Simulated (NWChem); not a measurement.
The numbers come from NWChem runs, not from measurements. System: OTe, charge 0, spin multiplicity 3, at a geometry optimised with UPBE0/def2-SVP with def2 effective core potentials on Te. The structure started from a generated list of species. Its SCF solution wasn't tested for a lower state. Level: UPBE/def2-TZVPD with def2 effective core potentials on Te.

Input file:

```
start mol
memory heap 200 mb stack 900 mb global 1100 mb
geometry units angstroms nocenter noautoz
  O      0.000000     0.000000     1.603772
  Te     0.000000     0.000000    -0.246734
  symmetry group C2v
end
basis spherical
  * library def2-tzvpd
end
ecp
  Te library def2-ecp
end
dft
  xc xpbe96 cpbe96
  odft
  mult 3
  semidirect memsize 60000000 filesize 0
  iterations 100
end
task dft energy
```

NWChem printed:

```
             Northwest Computational Chemistry Package (NWChem) 7.3.0
             --------------------------------------------------------

                                NWChem Input Module
                                -------------------

 Scaling coordinates for geometry "geometry" by  1.889725989
 (inverse scale =  0.529177249)

 Turning off AUTOSYM since
 SYMMETRY directive was detected!

                             Geometry "geometry" -> ""
                             -------------------------

 Output coordinates in angstroms (scale by  1.889725989 to convert to a.u.)

  No.       Tag          Charge          X              Y              Z
 ---- ---------------- ---------- -------------- -------------- --------------
    1 O                    8.0000     0.00000000     0.00000000     1.60377200
    2 Te                  52.0000     0.00000000     0.00000000    -0.24673400

 Effective nuclear repulsion energy (a.u.)     118.9608331904

            Nuclear Dipole moment (a.u.)
            ----------------------------
        X                 Y               Z
 ---------------- ---------------- ----------------
     0.0000000000     0.0000000000     0.0000151178

      Symmetry information
      --------------------

 Group name             C2v
 Group number             16
 Group order               4
 No. of unique centers     2

      Symmetry unique atoms

     1    2


 Summary of "ao basis" -> "" (spherical)
 ------------------------------------------------------------------------------
       Tag                 Description            Shells   Functions and Types
 ---------------- ------------------------------  ------  ---------------------
 *                         def2-tzvpd                 on all atoms

 Summary of "ao basis" -> "ao basis" (spherical)
 ------------------------------------------------------------------------------
       Tag                 Description            Shells   Functions and Types
 ---------------- ------------------------------  ------  ---------------------
 O                         def2-tzvpd               14       40   6s4p3d1f
[...]
   alpha      1      2      3      4      5      6      7      8      9     10
    beta      1      2      3      4      5      6      7      8      9     10
 overlap   1.000  1.000  1.000  1.000  1.000  1.000  1.000  1.000  1.000  1.000

   alpha     11     12     13     14     15     16     17     18     19     20
    beta     11     12     13     14     15     16     17     18     19     20
 overlap   0.999  0.999  0.999  0.999  0.999  0.999  0.999  0.999  0.997  0.997

   alpha     21     22     23     24     25     26     27     28     29     30
    beta     21     22     23     24     25     26     27     28     29     30
 overlap   0.997  0.996  0.998  0.998  0.992  0.990  0.990  0.992  0.992  0.996

   alpha     31     32     33     34     35     36     37     38     39     40
    beta     32     33     31     34     35     36     37     38     39     40
 overlap   0.998  0.998  0.996  0.995  0.989  0.989  0.999  0.999  0.989  0.989

   alpha     41     42     43     44     45     46     47     48     49     50
    beta     41     42     43     44     45     46     47     48     49     51
 overlap   0.996  0.997  0.999  0.999  0.999  0.999  0.999  1.000  1.000  1.000

   alpha     51     52     53     54     55     56     57     58     59     60
    beta     52     50     54     55     53     56     57     58     59     60
 overlap   1.000  1.000  0.998  0.998  0.995  0.995  0.998  0.998  1.000  1.000

   alpha     61     62     63     64     65     66     67     68     69     70
    beta     61     62     63     64     65     66     67     68     69     71
 overlap   1.000  1.000  1.000  1.000  1.000  1.000  1.000  1.000  1.000  1.000

   alpha     71     72     73     74     75     76     77     78     79     80
    beta     70     72     73     74     75     77     76     78     79     80
 overlap   1.000  1.000  1.000  1.000  1.000  1.000  1.000  0.997  0.998  0.999

   alpha     81     82     83     84     85     86     87     88     89     90
    beta     81     84     85     82     83     87     86     88     89     90
 overlap   1.000  1.000  1.000  1.000  1.000  1.000  1.000  1.000  1.000  1.000

   alpha     91     92     93     94     95     96     97     98     99
    beta     92     91     93     94     95     96     97     98     99
 overlap   1.000  1.000  1.000  1.000  1.000  1.000  1.000  1.000  1.000

     --------------------------
     Expectation value of S2:
     --------------------------
      <S2> =      2.0048 (Exact =     2.0000)

 center of mass
 --------------
 x =   0.00000000 y =   0.00000000 z =  -0.08289590

 moments of inertia (a.u.)
 ------------------
         174.153390426011           0.000000000000           0.000000000000
           0.000000000000         174.153390426011           0.000000000000
           0.000000000000           0.000000000000           0.000000000000

     Multipole analysis of the density
     ---------------------------------

     L   x y z        total         alpha         beta         nuclear
     -   - - -        -----         -----         ----         -------
     0   0 0 0     -0.000000    -17.000000    -15.000000     32.000000

     1   1 0 0     -0.000000     -0.000000     -0.000000      0.000000
     1   0 1 0     -0.000000     -0.000000     -0.000000      0.000000
     1   0 0 1     -1.095208     -7.460290     -6.690203     13.055285

     2   2 0 0    -23.048036    -13.987902     -9.060134      0.000000
     2   1 1 0      0.000000      0.000000     -0.000000      0.000000
     2   1 0 1      0.000000      0.000000      0.000000      0.000000
     2   0 2 0    -23.048036    -13.987902     -9.060134      0.000000
     2   0 1 1      0.000000      0.000000      0.000000      0.000000
     2   0 0 2    -25.514570    -56.774066    -47.438694     78.698190

 Task  times  cpu:        3.3s     wall:        3.3s

 Total times  cpu:        3.3s     wall:        3.3s
```
